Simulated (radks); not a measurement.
The chromium anion Cr- inside a hard spherical wall (all orbitals vanish at R), configuration held at [Ar] 3d5 4s2 and not refilled when levels cross. All-electron calculation, scalar-relativistic Kohn-Sham, r2SCAN, spin-polarised, spherical densities, finite nucleus; open shells are filled with parallel spins first; meta-GGA in the generalised Kohn-Sham scheme; Fermi nuclear charge, rms radius 3.6452 fm. Program: a radial shooting solver on a logarithmic mesh with Libxc functionals. Eigenvalues in eV for spin up, with the zero of energy where the potential of the charges vanishes at infinity; a dash marks a level that is unbound or too diffuse for the functional's potential to be trusted. A positive occupied level is held by the wall or, in an anion where self-interaction has pushed it up, behind a barrier. The pressure on the wall is -dE/dV.

R (bohr),E (hartree),kinetic (hartree),e(3s),e(3p),e(4s),e(3d),"e(4p, empty)","e(5s, empty)",pressure (GPa)
15,-1050.96996,1061.647,-72.881,-43.154,0.014,1.074,-,-,0.00635
12,-1050.96644,1061.658,-72.558,-42.828,0.316,1.403,-,-,0.0340
8,-1050.93624,1061.763,-71.228,-41.492,1.444,2.702,4.822,9.811,0.759
7,-1050.90592,1061.866,-70.365,-40.630,2.189,3.517,5.945,13.417,2.06
6,-1050.83972,1062.082,-68.918,-39.192,3.529,4.859,7.896,19.596,6.32
5,-1050.67961,1062.575,-66.336,-36.646,6.246,7.233,11.656,31.198,23.2
3.5,-1049.70577,1065.384,-57.160,-27.726,19.639,16.019,28.674,79.773,274
2.5,-1046.19780,1075.621,-40.113,-10.913,59.610,34.738,74.466,195.12,2810
2,-1039.49418,1095.032,-19.103,10.981,124.31,59.993,142.86,351.86,13100
